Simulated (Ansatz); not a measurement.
`[SiH3]CN[SiH2]Cl` → `C[SiH2]N[SiH2]Cl`  (isomerisation)

Gas-phase electronic energies from Ansatz, PBE0-D4/def2-TZVP geometries. CCSD(T)/CBS adds triple-zeta CCSD(T) − MP2 to the extrapolated MP2 energy (def2 sets, frozen cores). DFT in def2-TZVPP. One conformer a species, not always the lowest.

`[SiH3]CN[SiH2]Cl`:

Cartesian coordinates in Å:
```
Si 0.778 -1.022 1.778
C 0.225 0.377 0.639
N -0.546 -0.136 -0.485
Si -0.587 0.610 -2.013
Cl -1.545 2.447 -2.042
H 1.727 -1.919 1.069
H 1.424 -0.476 3.002
H -0.421 -1.813 2.174
H 1.124 0.872 0.254
H -0.317 1.143 1.211
H -1.337 -0.700 -0.212
H 0.802 0.892 -2.439
H -1.327 -0.275 -2.938
```

`C[SiH2]N[SiH2]Cl`:

```xyz
13

C     1.795   -0.681   -0.799
Si   -0.012   -1.024   -0.505
N    -0.959    0.422   -0.308
Si   -1.398    1.172    1.159
Cl    0.131    2.296    1.985
H     2.353   -1.616   -0.903
H     2.219   -0.116    0.034
H     1.942   -0.100   -1.714
H    -0.563   -1.801   -1.649
H    -0.194   -1.793    0.755
H    -1.077    0.990   -1.136
H    -2.514    2.115    0.922
H    -1.723    0.135    2.159
```

**Question.** Is it downhill or uphill in electronic energy at CCSD(T)/CBS, and by how much? (An estimate is asked.)

**Answer.** Ansatz gave: Downhill: ΔE = -154.3 kJ/mol.

**Question.** What do these levels give: r2SCAN-D4, ωB97M-V, PBE, CCSD/def2-TZVPP, MP2/def2-QZVPP, HF/CBS(def2)? (Estimate.)

**Answer.** Computed: r2SCAN-D4 -154.0, ωB97M-V -152.6, PBE -140.8, CCSD/def2-TZVPP -152.4, MP2/def2-QZVPP -159.5, HF/CBS(def2) -155.8 kJ/mol.

Largest T1 diagnostic among the species: 0.011.

From PBE to PBE0 (25 % exact exchange), in def2-TZVPP and without D4, ΔE moves by −5.6 kJ/mol.
